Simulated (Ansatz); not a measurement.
`B1NCO1`. Total charge 0; spin multiplicity 1.

```xyz
8

B    -0.5841   -0.1056    0.9641
N    -0.5748   -0.4279   -0.4054
C     0.6842    0.2810   -0.4667
O     0.6318    0.5843    0.9326
H    -1.3065   -0.2992    1.8876
H    -1.0827   -0.8892   -1.1330
H     0.6767    1.1931   -1.0719
H     1.5555   -0.3364   -0.7073
```

**Question.** List the harmonic frequencies (cm⁻¹, unscaled) at PBE0-D4/def2-TZVP in Ansatz. (Estimate.)

**Answer.** Ansatz gave: 87, 453, 883, 888, 903, 982, 1019, 1115, 1137, 1178, 1211, 1308, 1428, 1529, 2706, 3042, 3094, 3737.

**Question.** Is this a minimum?

**Answer.** Yes, all 18 modes are real.

**Question.** Give the ideal-gas thermochemistry at 298.15 K and 1 bar (rigid rotor, harmonic oscillator; point group Cs, symmetry number 1).

**Answer.** Zero-point energy 159.7 kJ/mol; H(298) − E = 173.2 kJ/mol; entropy 277.5 J/(mol·K), of which translation 159.2, rotation 95.7, vibration 22.5; G(298) − E = 90.5 kJ/mol. Modes under 100 cm⁻¹ are hindered rotations or soft bends, so the harmonic entropy is rough.

**Question.** And at 400, 500, 600, 800 and 1000 K?

**Answer.** 
```csv
T (K),H − E (kJ/mol),S (J/mol/K),G − E (kJ/mol)
400,180.4,298.1,61.2
500,189.1,317.4,30.4
600,199.1,335.6,-2.3
800,222.4,369.0,-72.8
1000,248.7,398.2,-149.6
```

**Question.** Rotational constants (cm⁻¹)?

**Answer.** 0.5082, 0.4456, 0.2489.
